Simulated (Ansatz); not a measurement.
The cluster SiS₃. Total charge 0; singlet. Geometry PBE-D4/def2-TZVPD, that of the charge -1 doublet.

```xyz
4

Si    0.000    0.000    0.000
S     0.862   -0.440    1.788
S    -0.123    1.932   -0.622
S    -0.739   -1.493   -1.166
```

A triplet lies near this restricted singlet, and broken spin symmetry wasn't tried. The order of the spin states hangs on the level: the triplet lies 0.22 eV below the singlet at PBE0-D4/def2-TZVPD, but 0.16 eV above it at PBE-D4/def2-TZVPD. The singlet is doubtful at PBE0-D4/def2-TZVPD (restricted singlet with a triplet 0.22 eV lower at the same geometry). The triplet is doubtful at PBE-D4/def2-TZVPD (an occupied level 0.13 eV above an empty one). The structure comes from a short search, and lower isomers may exist.

Estimate the orbital energies around the gap (eV) in Ansatz with PBE-D4/def2-TZVPD, r2SCAN-D4/def2-TZVPD, PBE0-D4/def2-TZVPD.


```tsv
orbital	PBE-D4/def2-TZVPD	r2SCAN-D4/def2-TZVPD	PBE0-D4/def2-TZVPD
HOMO−5	-9.39	-9.74	-10.69
HOMO−4	-8.41	-8.74	-9.74
HOMO−3	-7.55	-7.80	-8.42
HOMO−2	-7.55	-7.80	-8.42
HOMO−1	-7.02	-7.30	-8.24
HOMO	-7.02	-7.30	-8.24
LUMO	-6.73	-6.92	-6.41
LUMO+1	-2.64	-2.46	-1.91
LUMO+2	-2.04	-1.68	-1.22
LUMO+3	-0.25	0.28	0.32
LUMO+4	0.11	0.66	0.61
LUMO+5	0.11	0.66	0.61
```
